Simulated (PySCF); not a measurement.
MoCl4: Mo(IV) (d2), charge 0. The structure is a model geometry with rigid ligands and bond lengths from ionic radii and angle to the S4 axis changed to 45.00°, not a minimum; coordination tetrahedral, point group D2d, metal–donor distances 2.24 Å.

The d shell alone is too small an active space for MoCl4 (an active orbital has only 0.61 squared overlap with the free ion's shell): its levels, fitted parameters, g values and moments show what this model gives and aren't sound predictions.

```
5

Mo    0.000    0.000    0.000
Cl    1.120    1.120    1.584
Cl   -1.120   -1.120    1.584
Cl   -1.120    1.120   -1.584
Cl    1.120   -1.120   -1.584
```

Method (PySCF 2.14, density fitting): CASSCF(2,5) with orbitals averaged over all microstates of the shell, strongly contracted NEVPT2 on the averaged canonical orbitals; basis x2c-TZVPall on the metal, x2c-SVPall elsewhere; spin-free X2C; gas phase; spin-orbit coupling by state interaction with the mean-field operator over all roots.

(1) What is the ground state?

(2) List the excited states of the same spin.

(3) Which is the lowest state of another spin?

(4) Give the fitted ligand-field and repulsion parameters.

(5) What are the magnetic parameters?

Charge-transfer states lie outside this active space and may come lower than some of these levels. NEVPT2 on the d shell alone tends to put d–d bands too high for such charged or covalently bound ions.

The job took 8 s on one thread of Arm Neoverse V2 (shared host), with 135 basis functions, launched as `OMP_NUM_THREADS=1 python lf_run.py task.json out`.

Results:

(1) 3B1 (from 3A2) (S = 1, orbital degeneracy 1), orbital occupations from the lowest 1.0 1.0 0.0 0.0 0.0, by NEVPT2.

(2) By NEVPT2: 3B2 (from 3T2) at 6143 cm⁻¹ (1628 nm); 3A2 (from 3T1) at 8027 cm⁻¹ (1246 nm); 3E (from 3T2) at 15339 cm⁻¹ (652 nm); 3E (from 3T1) at 19546 cm⁻¹ (512 nm); 3E (from 3T1) at 23567 cm⁻¹ (424 nm); 3A2 (from 3T1) at 33344 cm⁻¹ (300 nm). The strongest, at 23567 cm⁻¹, has f = 1.3e-02.

(3) 1A1 (from 1E) at 6530 cm⁻¹ by NEVPT2; CASSCF alone puts it at 7674 cm⁻¹ above the same ground state.

(4) At CASSCF level (the NEVPT2 levels don't fit a ligand-field model well): orbital energies 0, 2837, 5406, 16018, 16018 cm⁻¹; 10Dq = 11062 cm⁻¹ (difference of the means of the two sets); B = 540 cm⁻¹; C = 2314 cm⁻¹; B over its free-ion value at the same level 0.624; the fit misses the states by 650 cm⁻¹ rms, so splittings below that are unsure; ζ = 552 cm⁻¹ (free ion 885).

(5) The ground multiplet follows a spin Hamiltonian with S = 1, g = 1.693, 1.892, 1.892, D = -30.39 cm⁻¹, E/|D| = 0.00 (spin-orbit part alone); the lowest levels hold 99 % of the spin-free ground state. μeff is 2.62 μB at 300 K and 2.11 μB at 10 K; the spin-only value is 2.83 μB.
